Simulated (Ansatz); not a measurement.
Program: Ansatz. Geometries: PBE0-D4/def2-TZVP. ΔE: electronic, gas phase. CBS: MP2 limit from def2 TZ/QZ plus the TZ coupled-cluster correction, frozen cores. This one scheme is used for every species, atoms too. DFT in def2-TZVPP. Open shells (•) are unrestricted, without spin–orbit coupling. Spin–orbit coupling would lower the free atoms: a little for C, Cl, O, Si. One conformer a species, not always the lowest.

Reaction (atomization): `O[Si@@H]1O[C@@H]1Cl` → C• + Cl• + 3 H• + 2 O• + Si•

CCSD(T)/CBS gives +2988.6 kJ/mol.

Q: Another level gave +2993.6 kJ/mol. Which?
A. MP2/def2-TZVPP
B. BHLYP/def2-TZVPP
C. PBE-QIDH/def2-TZVPP
D. PBE/def2-TZVPP

A: A. MP2/def2-TZVPP 2993.6, PBE 3047.6, BHLYP 2797.8, PBE-QIDH 2950.0 kJ/mol.

Largest T1 diagnostic among the species: 0.013.

The D4 term adds +30.6 kJ/mol with B3LYP and +15.8 kJ/mol with PBE0; it sums over pairs of atoms, weighted by their polarisabilities, and B3LYP, whose exchange is more repulsive, gets the larger term. From PBE to PBE0 (25 % exact exchange), in def2-TZVPP and without D4, ΔE moves by −91.3 kJ/mol: exact exchange takes away binding that semilocal exchange gives to molecules. At CCSD(T), def2-SVP lies −274.3 kJ/mol from the extrapolated value and def2-TZVPP −105.7 kJ/mol: correlation converges slowly with the basis, and small sets miss more of it in the bonded molecule than in its fragments.

B3LYP here is the variant with VWN-RPA as its local correlation; programs differ in this.

For atomizations the MP2-based limit and the directly extrapolated one differ by several kJ/mol either way, and by 10 to 25 for some Ge, Se and Sn compounds, so smaller differences from it don't rank the levels.
